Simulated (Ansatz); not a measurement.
C₂H₄GeN₂, SMILES C(/N=[CH]\[GeH3])#N.

Geometry optimised at B3LYP-D3(BJ)/def2-SVP. The structure was generated by enumeration; whether it is a known compound was not checked.

Two levels are set side by side: PBE/def2-SVPD (Ansatz, a quantum-chemistry and plane-wave program) and CAM-B3LYP/def2-SVPD (Ansatz). Energy differences of separate SCF runs at the same geometry; the states with an electron removed or added have multiplicity 2 and 2. Differences are taken from unrounded values.

```
quantity                           CAM-B3LYP
---------------------------------  ---------
vertical ionisation energy (eV)        10.18
vertical electron affinity (eV)         0.74
vertical singlet–triplet gap (eV)       3.07
```

### Question
What does PBE give, and how far is it from CAM-B3LYP? (The exact figures need the calculation; the answer reports its results.)

### Answer

```tsv
quantity	PBE	PBE minus CAM-B3LYP
vertical ionisation energy (eV)	9.77	-0.41
vertical electron affinity (eV)	0.70	-0.04
vertical singlet–triplet gap (eV)	2.88	-0.19
```
